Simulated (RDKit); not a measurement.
Job for RDKit: UFF on C3H4O (a complex).

```python
from rdkit import Chem
from rdkit.Chem import AllChem, rdDetermineBonds

blocks = [
'''6

C    -0.03225507    0.66755394    0.03665717
C    -0.07813684   -0.65584861    0.00335172
H     0.58370793    1.23466737   -0.65075066
H    -0.61179920    1.23759175    0.75271224
H    -0.69655315   -1.21954141    0.69125083
H     0.49840603   -1.22846040   -0.71310154
''',
'''2

C    -0.36055120   -0.07349378    3.51678126
O     0.64470623   -0.00049870    4.01605798
''',
]
mol = None
for b in blocks:
    f = Chem.MolFromXYZBlock(b)
    rdDetermineBonds.DetermineBonds(f, charge=0)
    mol = f if mol is None else Chem.CombineMols(mol, f)
Chem.SanitizeMol(mol)
print(Chem.MolToSmiles(Chem.RemoveHs(mol)))
ff = AllChem.UFFGetMoleculeForceField(mol, vdwThresh=100.0, ignoreInterfragInteractions=False)
e = ff.CalcEnergy()
print(f'UFF energy {e:.6f} kcal/mol')
```

The log:

```
C=C.[C-]#[O+]
UFF energy 0.043118 kcal/mol
```

The run finished.

Cost: around 0.03 core-seconds (rough).
